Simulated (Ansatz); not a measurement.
CdH2O (SMILES [OH][CdH]) moved off its minimum; all values from Ansatz (a program for electronic structure), cores frozen in correlated methods. Elements past Kr take the def2 small-core potentials, without spin–orbit coupling.
(charge 0, multiplicity 1)
```xyz
4

Cd    -0.3001    -0.0773    -0.0693
H     -1.8152    -0.7521    -0.2317
O      1.6715     0.4346     0.1075
H      1.7904     1.4296     0.1871
```

Q: Give the forces (eV/Å), the total energy and the dipole at CCSD(T)/def2-TZVPPD.

A: 
```
atom      Fx      Fy      Fz
----  ------  ------  ------
Cd1    0.750  -0.063   0.040
H2     0.224   0.220   0.037
O3    -0.749   1.755   0.075
H4    -0.224  -1.913  -0.152
```
Energy -243.6187 hartree, dipole 2.13 D.
